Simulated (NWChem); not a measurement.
Molecule: CH$_{6}$GeOSi; SMILES O=[CH][GeH2][SiH3]

```xyz
10

O      1.0465    -2.2989    -0.3185
C      0.3994    -1.6784     0.4793
Ge    -0.6742    -0.0664    -0.0469
Si     0.7396     1.8560     0.0049
H      0.3918    -1.9737     1.5659
H     -1.8443     0.1022     0.9457
H     -1.2201    -0.3077    -1.4642
H     -0.0317     3.0753    -0.3835
H      1.8758     1.6643    -0.9445
H      1.2809     2.0421     1.3855
```
Atoms are numbered in this order, from 1.

Program: NWChem. Geometry: optimised at PBE0/def2-SVP.

For level Hartree-Fock/pcseg-1:

- dipole (D): 2.82

Estimate the same quantities for level Hartree-Fock/def2-SVP.


| Property | Result |
|---|---|
| dipole (D) | 2.58 |
